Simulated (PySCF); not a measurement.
A side-by-side comparison of computed properties.

First species: C3H4N2OS.
Bonds: C1–O2, O2–C3, C3–N4 (aromatic), N4–C5 (aromatic), C5–S6 (aromatic), S6–N7 (aromatic), C3–N7 (aromatic). Hydrogens: H8, H9, H10 on C1; H11 on C5.

Second species: F2O2S.
Structure used (GFN2-xTB), in Å, numbered top down from 1:
```
atom  x, y, z in Å
O1    -0.2383   -1.1049   -0.9766
S2    -0.0639   -0.1609    0.0428
O3    -0.3608   -0.3767    1.3940
F4    -0.7443    1.2117   -0.4131
F5     1.4159    0.4336   -0.0642
```

Levels: wB97X-D/def2-SVPD for dipole moment, HOMO energy, LUMO energy, HOMO–LUMO gap, static isotropic polarisability and electronic spatial extent ⟨r²⟩ about the centre of nuclear charge; TDDFT wB97X-D/def2-SVPD for lowest singlet excitation; TDA wB97X-D/def2-SVPD for lowest triplet excitation (Tamm–Dancoff); GFN2-xTB for rotational constant A and rotational constant C. Geometries: GFN2-xTB. All species are isolated and taken at one optimised geometry, non-relativistic unless stated. Electronic properties by PySCF.

Dipoles, sizes and rotational constants follow the conformer. The torsions of the flexible species, by atom-mapped SMILES:
- `[CH3:1][O:2][c:3]1[n:4][cH:5][s:6][n:7]1`: C1–O2–C3–N4 -179°

```tsv
property	column X	column Y
dipole moment	0.57 D	1.07 D
HOMO energy	-12.97 eV	-9.09 eV
LUMO energy	0.59 eV	0.53 eV
HOMO–LUMO gap	13.56 eV	9.62 eV
lowest singlet excitation	8.09 eV	5.43 eV
lowest triplet excitation (Tamm–Dancoff)	7.63 eV	3.93 eV
static isotropic polarisability	28.7 au	68.6 au
electronic spatial extent ⟨r²⟩ about the centre of nuclear charge	346 bohr²	832 bohr²
rotational constant A	5.027 GHz	5.941 GHz
rotational constant C	4.761 GHz	1.366 GHz
```

Q: Which column belongs to which species?

A: Column X is the second species and column Y the first. The first has 11 atoms and 60 electrons, the second 5 and 50.

Q: How does each property change from the first species to the second?

A: dipole moment -0.50 D; HOMO energy -3.88 eV; LUMO energy +0.06 eV; HOMO–LUMO gap +3.94 eV; lowest singlet excitation +2.66 eV; lowest triplet excitation (Tamm–Dancoff) +3.70 eV; static isotropic polarisability -39.9 au; electronic spatial extent ⟨r²⟩ about the centre of nuclear charge -486 bohr²; rotational constant A -0.914 GHz; rotational constant C +3.395 GHz.

On the first: The dipole equals about 3.6 × 10⁻³⁰ C·m (1 D = 3.33564 × 10⁻³⁰ C·m). No computed singlet falls in the visible range (750 to 380 nm, 1.65 to 3.26 eV); S1 lies 2.17 eV above its blue end.

On the second: The dipole equals about 1.9 × 10⁻³⁰ C·m (1 D = 3.33564 × 10⁻³⁰ C·m). The vertical singlet–triplet gap S1 − T1 is 0.46 eV (TDDFT singlet less Tamm–Dancoff triplet; S1: HOMO→LUMO, weight 0.93; T1: HOMO→LUMO, weight 0.89).
